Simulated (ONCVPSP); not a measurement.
strontium (Sr) ONCV: all-electron and pseudo phase curves

ONCVPSP 4.0.1 input, shortened (lines: element, Z, core and valence counts, functional; n l f; lmax; l rc ep ncon nbas qcut; lloc lpopt rc5 dvloc0; l nproj debl; icmod fcfact rcfact), PBE, scalar-relativistic:

```
  Sr 38.00    6    3        4      upf
    1    0    2.00
    2    0    2.00
    2    1    6.00
    3    0    2.00
    3    1    6.00
    3    2   10.00
    4    0    2.00
    4    1    6.00
    5    0    2.00
    2
    0    2.05    0.00    3    6    4.40
    1    2.05    0.00    3    7    7.30
    2    1.80    0.13    4    7    5.30
    4    4    1.60    0.00
    0    2    3.00
    1    3    3.40
    2    2    2.10
    3    3.25    1.50
```

In the d channel the program set the typed energies aside and used 0.050, 2.150 Ha.

The phase is arctan(r·R′/R) of the radial function R(r), unwrapped; energies in Ha, scanned from -3 to 5 Ha. A pole is an energy at which the radial function vanishes at the test radius. The pseudo phase is shifted by a multiple of π to meet the all-electron one at the reference energy, and phase errors are pseudo minus all-electron; the curves can meet again beyond the range given. Levels narrower than the energy grid can be missing from the lists of poles.

```json
{"channel": "s", "radius (bohr)": "2.08", "reference energy (Ha)": "-0.13", "poles, all-electron": "-1.13, 4.61", "poles, pseudo": "-1.13, 4.02", "unbroken range about the reference energy with phases within 0.05 rad": "below 4.2", "phase error 1 Ha above the reference energy (rad)": "-0.004"}
{"channel": "p", "radius (bohr)": "2.08", "reference energy (Ha)": "-0.84", "poles, all-electron": "-0.25", "poles, pseudo": "-0.25", "unbroken range about the reference energy with phases within 0.05 rad": "the whole range", "phase error 1 Ha above the reference energy (rad)": "-0.000"}
{"channel": "d", "radius (bohr)": "1.82", "reference energy (Ha)": "0.05", "poles, all-electron": "1.95", "poles, pseudo": "1.95", "unbroken range about the reference energy with phases within 0.05 rad": "below 4.7", "phase error 1 Ha above the reference energy (rad)": "-0.000"}
```

Phases in the s channel:

| E (Ha) | all-electron | pseudo |
| --- | --- | --- |
| -2.98 | 1.203 | 1.203 |
| -2.76 | 1.152 | 1.152 |
| -2.54 | 1.073 | 1.073 |
| -2.32 | 0.932 | 0.932 |
| -2.10 | 0.616 | 0.616 |
| -1.88 | -0.191 | -0.191 |
| -1.66 | -1.034 | -1.034 |
| -1.44 | -1.372 | -1.372 |
| -1.22 | -1.527 | -1.527 |
| -1.00 | -1.620 | -1.620 |
| -0.78 | -1.689 | -1.689 |
| -0.56 | -1.748 | -1.748 |
| -0.34 | -1.806 | -1.806 |
| -0.12 | -1.870 | -1.870 |
| 0.10 | -1.947 | -1.947 |
| 0.32 | -2.051 | -2.051 |
| 0.54 | -2.203 | -2.204 |
| 0.76 | -2.447 | -2.450 |
| 0.98 | -2.845 | -2.852 |
| 1.20 | -3.370 | -3.384 |
| 1.42 | -3.813 | -3.828 |
| 1.64 | -4.090 | -4.103 |
| 1.86 | -4.257 | -4.270 |
| 2.08 | -4.365 | -4.377 |
| 2.30 | -4.440 | -4.452 |
| 2.52 | -4.494 | -4.507 |
| 2.74 | -4.536 | -4.551 |
| 2.96 | -4.570 | -4.586 |
| 3.18 | -4.597 | -4.616 |
| 3.40 | -4.621 | -4.643 |
| 3.62 | -4.641 | -4.667 |
| 3.84 | -4.660 | -4.692 |
| 4.06 | -4.676 | -4.717 |
| 4.28 | -4.691 | -4.745 |
| 4.50 | -4.706 | -4.781 |
| 4.72 | -4.720 | -4.832 |
| 4.94 | -4.733 | -4.926 |
